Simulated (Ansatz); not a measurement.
Reaction (cleavage of the Si–Ge bond): `[SiH3][SiH2][SiH2][GeH2][SiH2][SiH3]` + `[OH][SnH3]` → `[SiH3][SiH2][O][SnH3]` + `[SiH3][SiH2][SiH2][GeH3]`

Program: Ansatz. Geometries: PBE0-D4/def2-TZVP. ΔE: electronic, gas phase. CCSD(T)/CBS is the MP2 limit (def2-TZVPP, def2-QZVPP) plus CCSD(T) − MP2 in def2-TZVPP, frozen cores. DFT in def2-TZVPP. def2 core potentials past Kr. For Ge, Sn outer-core shells are correlated without core-valence functions, which leaves a few kJ/mol of doubt a bond. Scalar relativity is left out up to krypton. One conformer a species, not always the lowest.

Q: Is it downhill or uphill in electronic energy at CCSD(T)/CBS, and by how much? (Estimate.)

A: Computed: Downhill: ΔE = -66.0 kJ/mol.

Q: What do these levels give: PBE-D4, r2SCAN-D4, ωB97X-V, CCSD(T)/def2-TZVPP, HF/CBS(def2), MP2/CBS(def2)? (Estimate.)

A: Ansatz gave: PBE-D4 -44.5, r2SCAN-D4 -62.8, ωB97X-V -68.5, CCSD(T)/def2-TZVPP -67.8, HF/CBS(def2) -113.3, MP2/CBS(def2) -66.1 kJ/mol.

Largest T1 diagnostic among the species: 0.014.

The D4 term adds +15.4 kJ/mol with B3LYP and +9.6 kJ/mol with PBE0; it sums over pairs of atoms, weighted by their polarisabilities, and B3LYP, whose exchange is more repulsive, gets the larger term. In def2-TZVPP, CCSD(T) changes the Hartree–Fock value by +41.7 kJ/mol (the triples alone add +6.0 kJ/mol) and MP2 by +41.6 kJ/mol.

B3LYP here is the variant with VWN-RPA as its local correlation; programs differ in this.
